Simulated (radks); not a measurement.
Values are calculated unless marked as measured or tabulated.
Orbital eigenvalues (eV) of the tungsten ion W+, [Xe] 4f14 5d4 6s1, of relativity; Dirac values are averaged over j with weights 2j + 1. Spin-unpolarised spherical Kohn-Sham, BLYP, point nucleus unless stated (finite: rms radius 5.3658 fm), a radial shooting solver on a logarithmic mesh with Libxc functionals. A level marked "c x" has the speed of light scaled by that factor and shares open shells by 2j + 1; other Dirac levels either fill j = l - 1/2 first or share by 2j + 1.

| shell | non-rel. |
|---|---|
| 2p | -10053 |
| 3s | -2399.6 |
| 3p | -2198.3 |
| 3d | -1822.8 |
| 4s | -485.91 |
| 4p | -401.82 |
| 4d | -248.58 |
| 5s | -71.977 |
| 4f | -48.796 |
| 5p | -47.696 |
| 5d | -12.598 |
| 6s | -10.690 |

Give the values at the level "Dirac, 2j+1 shares, finite nucleus".

Answer. 
shell  Dirac, 2j+1 shares, finite nucleus  change of magnitude (%)
2p                                 -10552                    +4.97
3s                                -2763.1                   +15.15
3p                                -2335.7                    +6.25
3d                                -1807.7                    -0.83
4s                                -575.55                   +18.45
4p                                -433.88                    +7.98
4d                                -245.11                    -1.40
5s                                -86.220                   +19.79
4f                                -40.378                   -17.25
5p                                -51.093                    +7.12
5d                                -11.631                    -7.68
6s                                -12.167                   +13.82
